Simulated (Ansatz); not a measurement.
Start from `Cl[SiH2]I` and change one atom or group to get `Cl[SiH2][GeH3]`.

Ansatz, PBE0-D4/def2-TZVP geometries, multiplicity 1. 

Elements past krypton have def2 core potentials. Scalar relativity is left out up to krypton.

```tsv
property	`Cl[SiH2]I`
ideal-gas entropy at 298 K and 1 bar (rigid rotor, harmonic PBE0-D4/def2-TZVP) / J/(mol·K)	313
size of the dipole moment (B3LYP/def2-TZVPP) / D	0.98
HOMO energy (PBE/def2-TZVPP) / eV	-6.80
size of the dipole moment (PBE/def2-TZVPP) / D	0.88
LUMO energy (ωB97M-V/def2-TZVPP) / eV	0.95
LUMO energy (PBE/def2-TZVPP) / eV	-1.74
```

(1) What does the change do to each property? (Best estimate.)

Results:

(1) Ansatz gave: 
| property | `Cl[SiH2][GeH3]` | shift |
| --- | --- | --- |
| ideal-gas entropy at 298 K and 1 bar (rigid rotor, harmonic PBE0-D4/def2-TZVP) / J/(mol·K) | 336 | 23 |
| size of the dipole moment (B3LYP/def2-TZVPP) / D | 1.24 | 0.26 |
| HOMO energy (PBE/def2-TZVPP) / eV | -6.99 | -0.19 |
| size of the dipole moment (PBE/def2-TZVPP) / D | 1.17 | 0.29 |
| LUMO energy (ωB97M-V/def2-TZVPP) / eV | 1.39 | 0.44 |
| LUMO energy (PBE/def2-TZVPP) / eV | -1.30 | 0.44 |

With PBE0 the HOMO falls by 0.20 eV and the LUMO rises by 0.45 eV, so the gap widens by about 0.65 eV. PBE moves the HOMO by -0.19 eV and ωB97M-V by -0.12 eV. The zero-point energy changes by 58.6 kJ/mol with +9 modes. Dipoles are sizes alone; their direction can turn.

B3LYP here is the variant with VWN-RPA as its local correlation; programs differ in this.

Spin–orbit coupling is left out; it splits and shifts lone-pair levels of the heavy atoms by tenths of an eV.
